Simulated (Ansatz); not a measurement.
# Scan of the B2–H5 bond length

MgBH2I (SMILES [MgH][BH]I), closed shell, at its PBE0-D4/def2-TZVP minimum:

| atom | x (Å) | y (Å) | z (Å) |
| --- | --- | --- | --- |
| Mg1 | -1.0730 | 0.6771 | -0.5597 |
| B2 | 0.4899 | -0.7544 | 0.2334 |
| I3 | 2.1536 | 0.1954 | 1.2009 |
| H4 | -2.2025 | 1.8243 | -1.1266 |
| H5 | 0.6321 | -1.9423 | 0.2521 |

The bond length B2–H5 (1.197 Å at the minimum) is set to the values below, with the rest relaxed at PBE0-D4/def2-TZVP at each step. Each method's energies count from its own value at the PBE0-D4 minimum structure. Computed with Ansatz 0.2.0 (basis: def2-TZVPP); correlated methods freeze the cores. Filled d shells of the heavier atoms are correlated. Core potentials replace the inner electrons of the atoms past krypton. The outer core shell of Li, Na, Mg and K is correlated. The def2 sets are not built for correlating such inner shells, so the correlated values are less sure here. B3LYP uses VWN-RPA correlation.

```
bond length (Å)  CCSD(T) (kJ/mol)  r2SCAN-D4 (kJ/mol)  B3LYP-D4 (kJ/mol)
          1.053                 ?                28.7               26.7
          1.095              13.1                13.1               11.8
          1.156               1.7                 1.8                1.3
          1.227               1.1                 1.1                1.4
          1.306              11.5                11.3               12.3
          1.391              31.1                30.5               31.6
          1.481                 ?                56.3               56.2
          1.576              88.3                86.9               86.8
          1.675                 ?               119.7              120.1
```

Question: Fill in the withheld CCSD(T) values. (An estimate is asked for; the value comes from the calculation.)

Answer: Computed: 28.7 kJ/mol at 1.053 Å; 57.5 kJ/mol at 1.481 Å; 121.1 kJ/mol at 1.675 Å. These count from the CCSD(T) energy at the PBE0-D4 minimum.

Minimum and curvature along this coordinate at CCSD(T): A fifth-order fit through the nearest points gives 1.194 Å, with a curvature of about 23 eV/Å².

Largest difference from the CCSD(T) curve over the scan: PBE-D4 10.3; PBE0-D4 1.5; wB97M-V 5.9; HF 16.9 kJ/mol. Each curve counts from its own value at the minimum.

No T1 diagnostic of these runs exceeds 0.013.

For scale, one of the runs: CCSD(T)/def2-TZVPP, 141 basis functions (an equivalent command: `ansatz run in.yaml --threads 2`). Time: 63 s of wall clock on 2 CPU threads; the host was shared. Peak host memory: 1.1 GiB.
